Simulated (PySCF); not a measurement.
**Cu (copper, neutral) across methods**

[Ar] 3d10 4p1, 2P determinant (an excited configuration). Computed with PySCF 2.14 in aug-cc-pVTZ-PP with ECP10MDF (6s6p5d3f2g, 88 functions), with scalar relativity through the core potential.

```tsv
method	E (hartree)	mean ε 3d β (eV)	mean ε 3d α (eV)	mean ε 4p α (eV)	Σ⟨r²⟩ (bohr²)	⟨S²⟩
r2SCANh	-197.0310	-8.129	-8.103	-2.404	41.48	0.892
PBE0	-197.0973	-9.301	-9.322	-2.552	43.49	0.779
PBEsol	-196.9139	-7.126	-7.177	-2.095	42.46	0.827
r2SCAN	-197.0454	-7.357	-7.329	-2.254	41.05	0.956
UHF	-196.05860	-15.713	-15.649	-3.424	49.02	0.757
HSE06	-197.0923	-8.897	-8.917	-2.225	43.41	0.781
LDA	-196.7994	-7.345	-7.406	-2.120	42.26	0.785
PBE	-197.1609	-7.136	-7.190	-2.128	42.73	0.832
```

Q: Estimate the same row for PW91.

A: E (hartree) = -197.2477; mean ε 3d β (eV) = -7.206; mean ε 3d α (eV) = -7.259; mean ε 4p α (eV) = -2.155; Σ⟨r²⟩ (bohr²) = 42.54; ⟨S²⟩ = 0.834.

Energies and moments cover only the electrons outside the core potential. ⟨S²⟩ = 0.89 against 0.75 shows spin contamination.
